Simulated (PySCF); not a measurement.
Lowest triplet excitation (TDA) (eV) of eight silicon and germanium compounds: TDA-PBE beside TDA-CAM-B3LYP, computed with PySCF for isolated molecules in the bases named; differences from unrounded values. The eight are the first of their class met in an unordered collection, after screening for sound electronic states; none was chosen by its value. Each molecule has one DFT geometry for both levels.

| molecule | basis | TDA-CAM-B3LYP | TDA-PBE | difference |
|---|---|---|---|---|
| CH4ClNOSi2, SMILES Cl[Si@H]1OC=N[SiH2]1 | def2-SVPD | 4.60 | 4.09 | -0.52 |
| C₂H₁₃NSi₃, SMILES C[Si@H](C[SiH3])[SiH2]N | def2-SVPD | 5.49 | 4.68 | -0.80 |
| C₃H₅NOSi, SMILES O[Si@@H]1C=CC=N1 | def2-SVPD | 3.03 | 2.58 | -0.44 |
| C2H9FOSi2, SMILES [SiH3][C@@H](C)[Si@@H](F)O | def2-SVPD | 7.55 | 6.46 | -1.10 |
| Si(F)2(Me)(SeH) (CH4F2SeSi), SMILES C[Si](F)(F)[SeH] | def2-SVPD | 5.06 | 4.88 | -0.18 |
| GeF3Br, SMILES [F][Ge]([F])([F])[Br] | def2-SVPD | 5.36 | 4.80 | -0.57 |
| N-silylprop-2-yn-1-amine (C3H7NSi), SMILES [SiH3]NCC#C | def2-SVPD | 5.29 | 4.89 | -0.39 |
| C3H6O2Si, SMILES O[SiH2][C@@H]1C=CO1 | def2-SVPD | 3.99 | 4.08 | 0.09 |

TDA-PBE lies below TDA-CAM-B3LYP in 7 and above it in 1 of the eight; the mean signed difference is -0.49 and the largest -1.10 eV.
